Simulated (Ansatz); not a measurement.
**Molecular dynamics of BrHOZn**

Input:

```yaml
crystal:
  periodic: [false, false, false]
  atoms:
    - { symbol: O, position_ang: [-0.898725, 0.92198, -0.366816] }
    - { symbol: Zn, position_ang: [0.380547, -0.148197, 0.248338] }
    - { symbol: Br, position_ang: [2.049047, -1.359783, 1.131416] }
    - { symbol: H, position_ang: [-1.475369, 0.5257, -1.033238] }
basis:
  gaussian: { orbitals: def2-SVP }
hamiltonian:
  xc: b3lyp
md:
  timestep: 0.5
  n_steps: 100
  ensemble: nvt_nose_hoover
  temperature: 300.0
  initial_velocities: maxwell_boltzmann
  seed: 951940
scf:
  lower_state_search: "off"
```

Command:

```bash
$ ansatz run input.yaml --threads 1 --pin off --max-ram 2048MiB --backend cpu --events-out ev --progress --plain --runs-dir out
```

It starts from a relaxed structure.

Output, in part (one step line in 2, the closing report, with atoms numbered from 0):

```
md step     0: t =     0.00 fs  T =   300.0 K  F+E_penalty+E_count = -120516.21547516 eV  E_kin = 0.077556 eV  conserved = -120516.13791916 eV  (15 SCF iters)
md step     2: t =     1.00 fs  T =   298.6 K  F+E_penalty+E_count = -120516.21509464 eV  E_kin = 0.077183 eV  conserved = -120516.13791202 eV  (15 SCF iters)
md step     4: t =     2.00 fs  T =   293.5 K  F+E_penalty+E_count = -120516.21377464 eV  E_kin = 0.075870 eV  conserved = -120516.13790452 eV  (15 SCF iters)
md step     6: t =     3.00 fs  T =   286.3 K  F+E_penalty+E_count = -120516.21191927 eV  E_kin = 0.074011 eV  conserved = -120516.13790867 eV  (15 SCF iters)
md step     8: t =     4.00 fs  T =   276.3 K  F+E_penalty+E_count = -120516.20933338 eV  E_kin = 0.071421 eV  conserved = -120516.13791367 eV  (15 SCF iters)
md step    10: t =     5.00 fs  T =   262.6 K  F+E_penalty+E_count = -120516.20578568 eV  E_kin = 0.067883 eV  conserved = -120516.13790653 eV  (14 SCF iters)
md step    12: t =     6.00 fs  T =   246.9 K  F+E_penalty+E_count = -120516.20170333 eV  E_kin = 0.063816 eV  conserved = -120516.13789508 eV  (14 SCF iters)
md step    14: t =     7.00 fs  T =   231.6 K  F+E_penalty+E_count = -120516.19774899 eV  E_kin = 0.059868 eV  conserved = -120516.13789361 eV  (14 SCF iters)
md step    16: t =     8.00 fs  T =   217.2 K  F+E_penalty+E_count = -120516.19403073 eV  E_kin = 0.056152 eV  conserved = -120516.13789941 eV  (14 SCF iters)
md step    18: t =     9.00 fs  T =   202.7 K  F+E_penalty+E_count = -120516.19025582 eV  E_kin = 0.052390 eV  conserved = -120516.13789739 eV  (14 SCF iters)
md step    20: t =    10.00 fs  T =   188.5 K  F+E_penalty+E_count = -120516.18656027 eV  E_kin = 0.048719 eV  conserved = -120516.13788570 eV  (14 SCF iters)
md step    22: t =    11.00 fs  T =   177.1 K  F+E_penalty+E_count = -120516.18359274 eV  E_kin = 0.045772 eV  conserved = -120516.13788075 eV  (13 SCF iters)
md step    24: t =    12.00 fs  T =   169.5 K  F+E_penalty+E_count = -120516.18163524 eV  E_kin = 0.043825 eV  conserved = -120516.13788847 eV  (13 SCF iters)
md step    26: t =    13.00 fs  T =   164.3 K  F+E_penalty+E_count = -120516.18028030 eV  E_kin = 0.042487 eV  conserved = -120516.13789391 eV  (13 SCF iters)
md step    28: t =    14.00 fs  T =   160.4 K  F+E_penalty+E_count = -120516.17923310 eV  E_kin = 0.041470 eV  conserved = -120516.13788799 eV  (13 SCF iters)
md step    30: t =    15.00 fs  T =   158.9 K  F+E_penalty+E_count = -120516.17880629 eV  E_kin = 0.041077 eV  conserved = -120516.13788245 eV  (14 SCF iters)
md step    32: t =    16.00 fs  T =   160.9 K  F+E_penalty+E_count = -120516.17929648 eV  E_kin = 0.041594 eV  conserved = -120516.13788857 eV  (14 SCF iters)
md step    34: t =    17.00 fs  T =   165.1 K  F+E_penalty+E_count = -120516.18034790 eV  E_kin = 0.042672 eV  conserved = -120516.13789899 eV  (14 SCF iters)
md step    36: t =    18.00 fs  T =   169.1 K  F+E_penalty+E_count = -120516.18135504 eV  E_kin = 0.043720 eV  conserved = -120516.13789949 eV  (15 SCF iters)
md step    38: t =    19.00 fs  T =   172.7 K  F+E_penalty+E_count = -120516.18224116 eV  E_kin = 0.044659 eV  conserved = -120516.13789336 eV  (14 SCF iters)
md step    40: t =    20.00 fs  T =   177.0 K  F+E_penalty+E_count = -120516.18328690 eV  E_kin = 0.045753 eV  conserved = -120516.13789643 eV  (14 SCF iters)
md step    42: t =    21.00 fs  T =   181.1 K  F+E_penalty+E_count = -120516.18430327 eV  E_kin = 0.046815 eV  conserved = -120516.13790766 eV  (14 SCF iters)
md step    44: t =    22.00 fs  T =   182.8 K  F+E_penalty+E_count = -120516.18469092 eV  E_kin = 0.047262 eV  conserved = -120516.13791043 eV  (14 SCF iters)
md step    46: t =    23.00 fs  T =   181.7 K  F+E_penalty+E_count = -120516.18432414 eV  E_kin = 0.046969 eV  conserved = -120516.13790222 eV  (14 SCF iters)
md step    48: t =    24.00 fs  T =   179.4 K  F+E_penalty+E_count = -120516.18366991 eV  E_kin = 0.046387 eV  conserved = -120516.13789855 eV  (14 SCF iters)
md step    50: t =    25.00 fs  T =   176.8 K  F+E_penalty+E_count = -120516.18292994 eV  E_kin = 0.045711 eV  conserved = -120516.13790641 eV  (14 SCF iters)
md step    52: t =    26.00 fs  T =   172.1 K  F+E_penalty+E_count = -120516.18165430 eV  E_kin = 0.044503 eV  conserved = -120516.13791255 eV  (14 SCF iters)
md step    54: t =    27.00 fs  T =   164.1 K  F+E_penalty+E_count = -120516.17948090 eV  E_kin = 0.042413 eV  conserved = -120516.13790513 eV  (14 SCF iters)
md step    56: t =    28.00 fs  T =   154.0 K  F+E_penalty+E_count = -120516.17678587 eV  E_kin = 0.039803 eV  conserved = -120516.13789524 eV  (15 SCF iters)
md step    58: t =    29.00 fs  T =   143.8 K  F+E_penalty+E_count = -120516.17409777 eV  E_kin = 0.037186 eV  conserved = -120516.13789797 eV  (14 SCF iters)
md step    60: t =    30.00 fs  T =   133.3 K  F+E_penalty+E_count = -120516.17129719 eV  E_kin = 0.034452 eV  conserved = -120516.13790453 eV  (13 SCF iters)
md step    62: t =    31.00 fs  T =   121.1 K  F+E_penalty+E_count = -120516.16806985 eV  E_kin = 0.031301 eV  conserved = -120516.13789914 eV  (14 SCF iters)
md step    64: t =    32.00 fs  T =   108.5 K  F+E_penalty+E_count = -120516.16474054 eV  E_kin = 0.028051 eV  conserved = -120516.13788788 eV  (14 SCF iters)
md step    66: t =    33.00 fs  T =    98.0 K  F+E_penalty+E_count = -120516.16194673 eV  E_kin = 0.025323 eV  conserved = -120516.13788695 eV  (13 SCF iters)
md step    68: t =    34.00 fs  T =    89.7 K  F+E_penalty+E_count = -120516.15975412 eV  E_kin = 0.023184 eV  conserved = -120516.13789470 eV  (13 SCF iters)
md step    70: t =    35.00 fs  T =    82.2 K  F+E_penalty+E_count = -120516.15775861 eV  E_kin = 0.021250 eV  conserved = -120516.13789400 eV  (13 SCF iters)
md step    72: t =    36.00 fs  T =    75.7 K  F+E_penalty+E_count = -120516.15601727 eV  E_kin = 0.019578 eV  conserved = -120516.13788246 eV  (14 SCF iters)
md step    74: t =    37.00 fs  T =    72.7 K  F+E_penalty+E_count = -120516.15516413 eV  E_kin = 0.018787 eV  conserved = -120516.13787856 eV  (14 SCF iters)
md step    76: t =    38.00 fs  T =    73.9 K  F+E_penalty+E_count = -120516.15541965 eV  E_kin = 0.019093 eV  conserved = -120516.13788802 eV  (14 SCF iters)
md step    78: t =    39.00 fs  T =    77.4 K  F+E_penalty+E_count = -120516.15627986 eV  E_kin = 0.020014 eV  conserved = -120516.13789314 eV  (13 SCF iters)
md step    80: t =    40.00 fs  T =    82.3 K  F+E_penalty+E_count = -120516.15746061 eV  E_kin = 0.021274 eV  conserved = -120516.13788589 eV  (14 SCF iters)
md step    82: t =    41.00 fs  T =    89.9 K  F+E_penalty+E_count = -120516.15934362 eV  E_kin = 0.023244 eV  conserved = -120516.13788124 eV  (14 SCF iters)
md step    84: t =    42.00 fs  T =   101.2 K  F+E_penalty+E_count = -120516.16216994 eV  E_kin = 0.026156 eV  conserved = -120516.13789003 eV  (14 SCF iters)
md step    86: t =    43.00 fs  T =   114.2 K  F+E_penalty+E_count = -120516.16543922 eV  E_kin = 0.029525 eV  conserved = -120516.13790069 eV  (14 SCF iters)
md step    88: t =    44.00 fs  T =   126.7 K  F+E_penalty+E_count = -120516.16853882 eV  E_kin = 0.032755 eV  conserved = -120516.13789882 eV  (14 SCF iters)
md step    90: t =    45.00 fs  T =   138.8 K  F+E_penalty+E_count = -120516.17152256 eV  E_kin = 0.035891 eV  conserved = -120516.13789295 eV  (14 SCF iters)
md step    92: t =    46.00 fs  T =   151.6 K  F+E_penalty+E_count = -120516.17466276 eV  E_kin = 0.039189 eV  conserved = -120516.13789939 eV  (15 SCF iters)
md step    94: t =    47.00 fs  T =   163.6 K  F+E_penalty+E_count = -120516.17758886 eV  E_kin = 0.042287 eV  conserved = -120516.13791137 eV  (15 SCF iters)
md step    96: t =    48.00 fs  T =   172.3 K  F+E_penalty+E_count = -120516.17964511 eV  E_kin = 0.044544 eV  conserved = -120516.13791133 eV  (15 SCF iters)
md step    98: t =    49.00 fs  T =   177.7 K  F+E_penalty+E_count = -120516.18082374 eV  E_kin = 0.045945 eV  conserved = -120516.13790259 eV  (15 SCF iters)
md step   100: t =    50.00 fs  T =   181.6 K  F+E_penalty+E_count = -120516.18159878 eV  E_kin = 0.046945 eV  conserved = -120516.13790184 eV  (15 SCF iters)
Total energy: -120516.18183005 eV, -4428.8879934523 hartree
Atom 0 at    -0.908225     0.991228    -0.228660 Å, force    -0.190060    -0.176621    -0.257395 eV/Å
Atom 1 at     0.376681    -0.171827     0.172072 Å, force     0.342546    -0.126983     0.442573 eV/Å
Atom 2 at     2.056126    -1.355305     1.162503 Å, force    -0.295016     0.168657    -0.284410 eV/Å
Atom 3 at    -1.635023     0.604315    -0.743653 Å, force     0.142530     0.134947     0.099232 eV/Å
Dipole moment:    -0.301259    -0.150972    -0.336145 e Å
```

The run went to its last step. The conserved energy stayed within 0.01 meV per atom of its start (net change 0.0042 meV per atom), so the integration is sound. The mean temperature of the second half is 59 % below the set value. A run of 0.05 ps of so small a system gives no equilibrium averages.

The same pairs are bonded in the first frame and the last. Pairs count as bonded within 1.25 times the sum of covalent radii (0.12 Å more for H–H).

Last frame:

```xyz
4
Properties=species:S:1:pos:R:3
O -0.908 0.991 -0.229
Zn 0.377 -0.172 0.172
Br 2.056 -1.355 1.163
H -1.635 0.604 -0.744
```

Time of the run: 2.9 min on 1 thread of Arm Neoverse V2, with other jobs on the host, peak memory 0.15 GiB.
